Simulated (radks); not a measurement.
Spherical jellium clusters: N electrons in a uniform positive sphere of charge N and radius rs N^(1/3), rs = 4.08 bohr. Calculated with a radial shooting solver with Libxc functionals: non-relativistic Kohn-Sham, LDA (Slater exchange, Perdew-Wang correlation), spin-polarised, spherical densities. Levels are named by radial order and angular momentum (1s, 1p, 1d, 2s, ...), and open shells are averaged over m.

N = 20, configuration 1s2 1p6 1d10 2s2. This is the lowest configuration that the search found. Occupied and some empty levels:

| level | occupation | eigenvalue (eV) | <r> (bohr) |
|---|---|---|---|
| 1s | 2 | -4.8748 | 7.144 |
| 1p | 6 | -4.1869 | 8.246 |
| 1d | 10 | -3.2717 | 9.084 |
| 2s | 2 | -2.6711 | 7.494 |
| 1f | 0 | -2.1884 | 9.869 |
| 2p | 0 | -1.5235 | 9.483 |
| 1g | 0 | -0.99420 | 10.76 |

Energy (eV): total -37.7614, kinetic 32.468, external -1164.5, Hartree 575.86, exchange-correlation -71.309, background 589.69. Static polarisability (adiabatic kernel): 1840 bohr^3, against R^3 = 1358 for a classical metal sphere.
